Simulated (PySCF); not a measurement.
Species: C₅H₁₁NOSi₃.
SMILES with atom numbers: `[CH3:1][C:2]#[C:3][SiH2:4][O:5][Si@@H:6]1[CH:7]=[CH:8][SiH2:9][NH:10]1`

Cartesian coordinates in Å at the GFN2-xTB level; atoms count from 1:
```xyz
21
C5H11NOSi3 angstrom
C     -3.137    1.143    0.824
C     -2.474    0.160   -0.004
C     -1.927   -0.661   -0.698
Si    -1.031   -1.895   -1.738
O      0.574   -1.624   -1.725
Si     1.842   -0.913   -1.006
C      2.051   -1.370    0.806
C      1.939   -0.364    1.670
Si     1.580    1.319    0.910
N      1.596    0.779   -0.731
H     -3.792    0.647    1.541
H     -2.396    1.729    1.367
H     -3.735    1.811    0.204
H     -1.403   -1.751   -3.148
H     -1.222   -3.243   -1.195
H      2.943   -1.199   -1.921
H      2.251   -2.381    1.140
H      2.039   -0.519    2.737
H      2.646    2.304    1.140
H      0.279    1.870    1.314
H      1.368    1.399   -1.486
```

NICS = −σ at a ghost point: NICS(0) at the centroid of the ring atoms, NICS(1) 1 Å to either side along the normal of their mean plane, zz for the tensor component along that normal. Level: GIAO PBE0/pcSseg-1 (PySCF, non-relativistic, gas phase) on the GFN2-xTB geometry, one conformer.

Ring bond lengths (Å), with Mayer bond orders in brackets: Si6–C7 1.881 (0.85), C7–C8 1.331 (1.93), C8–Si9 1.881 (0.89), Si9–N10 1.728 (0.99), N10–Si6 1.732 (0.95).

Task: What do the NICS probes read (ppm)?

Result: 
```csv
ring,type,NICS(0),"NICS(1), two faces","NICS(1)zz, two faces",rms pucker (Å),"centre to ring atoms, mean (Å)"
Si6–C7–C8–Si9–N10,"5-membered ring with N and 2 Si; formal bonds 1 double, 4 single",-3.3,-2.5 / -3.3,-2.8 / -2.9,0.01,1.45
```

Task: What do they say, and how far can they be read as aromaticity?

Result: 
- Si6–C7–C8–Si9–N10: mean NICS(1)zz -2.9 ppm, near zero. Si6, Si9 have four or more neighbours, so the value isn't read as a sign of a π ring current.

Task: What is the mean of the two in-plane components of NICS at the first NICS(1) probe listed for ring Si6–C7–C8–Si9–N10, 1 Å off the ring?

Result: The isotropic value is a third of the trace: (3 × -2.5 − (-2.8))/2 = -2.4 ppm.

Task: List the ring angles and the Hirshfeld charges of the ring atoms.

Result: 
- Si6–C7–C8–Si9–N10: Si6 95.7° (+0.437 e), C7 115.6° (-0.134 e), C8 115.5° (-0.128 e), Si9 95.9° (+0.365 e), N10 117.3° (-0.335 e); sum 540.0° against 540° for a flat convex ring.
